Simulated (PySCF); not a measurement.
Al(AsH2)2(F) (AlAs2FH4), SMILES [Al]([AsH2])([AsH2])[F].

Coordinates come from a ωB97X-D3(BJ)/def2-SVP optimisation. The structure was generated by enumeration; whether it is a known compound was not checked.

The numbers are results of C-PCM-M06-2X/def2-SVP run with PySCF, not measurements.

The values are the electrostatic part of the solvation free energy, E(continuum) − E(gas) at the gas-phase geometry, in a cavity of scaled van der Waals radii (PySCF's table); cavitation and dispersion terms are not included. A continuum can't describe solvent molecules that bind to the metal. In vacuum the orbital gap is 7.45 eV. The dipole moment in vacuum is 1.18 D.

Computed values in water (ε = 78.36), ethanol (ε = 24.85), chloroform (ε = 4.71):
```
solvent         ε  ΔG(elec) (kcal/mol)  dipole (D)  gap (eV)
----------  -----  -------------------  ----------  --------
water       78.36                 -6.8        1.27      7.74
ethanol     24.85                 -6.6        1.26      7.73
chloroform   4.71                 -5.2        1.24      7.67
```
